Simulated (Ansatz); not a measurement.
Job for Ansatz (an electronic-structure program): R-CCSD(T)/cc-pV(D+d)Z on HCl (SMILES Cl). The basis file is the Basis Set Exchange's JSON of that set.

Ansatz 0.2 input:
```yaml
crystal:
  periodic: [false, false, false]
  atoms:
    - {symbol: Cl, position_ang: [-0.00000000, -0.00000000, 0.64100645]}
    - {symbol: H, position_ang: [0.00000000, 0.00000000, -0.64100645]}
basis:
  gaussian:
    orbitals: cc-pV_D+d_Z.json
magnetization: {spin_polarized: false}
correlation: {method: ccsd_t, electrons: outside_noble_gas}
scf: {lower_state_search: off}
```

It printed:

```
WARN ansatz: RAYON_NUM_THREADS=4 ignored (pool sized by the plan → 4); use --threads N
Functional definition: HF
these checks for a lower state are left out or cut short: stability, starts, cluster_reference, orbital_swaps, neighbouring_geometries, increment
integrals: 0.00 GiB planned
284 factors; integrals over basis functions are off by at most 6.2e-4 eV
mean field: 0.05 GiB planned
mean field evaluation 1: about -12519.3049 eV, gradient 1.1e1 eV
mean field evaluation 2: about -12519.3054 eV, gradient 1.1e1 eV
mean field evaluation 4: about -12519.7235 eV, gradient 9.9e-1 eV
mean field evaluation 8: about -12519.7286 eV, gradient 1.2e-3 eV
mean field -12519.72859712 eV, -460.0915397672 hartree, gradient 4.6e-6 eV, S^2 0.000000; 0 other end points of the search recorded, 0 dependent functions left out
5 core orbitals not correlated
reference -12519.72859712 eV, -460.0915397672 hartree; 4, 4 occupied and 19, 19 virtual orbitals, 284 factors
second order -4.05895805 eV of doubles, -0.00000000 eV of singles
coupled cluster: 0.05 GiB planned
cycle   1  -4.44142875 eV  change   -3.8e-1 eV  update   3.4e-2
cycle   2  -4.54207343 eV  change   -1.0e-1 eV  update   1.1e-2
cycle   3  -4.54698781 eV  change   -4.9e-3 eV  update   2.0e-3
cycle   4  -4.54709747 eV  change   -1.1e-4 eV  update   3.7e-4
cycle   5  -4.54698286 eV  change    1.1e-4 eV  update   8.2e-5
cycle   6  -4.54698503 eV  change   -2.2e-6 eV  update   1.6e-5
cycle   7  -4.54698703 eV  change   -2.0e-6 eV  update   3.5e-6
perturbative correction -0.07557234 eV, -0.0027772323 hartree
Total energy: -12524.35115649 eV, -460.2614156910 hartree
Checks for a lower state left out: stability, starts, cluster_reference, orbital_swaps, neighbouring_geometries, increment
```

Self-consistency was reached.

Cost: very roughly 0.3 core-seconds.
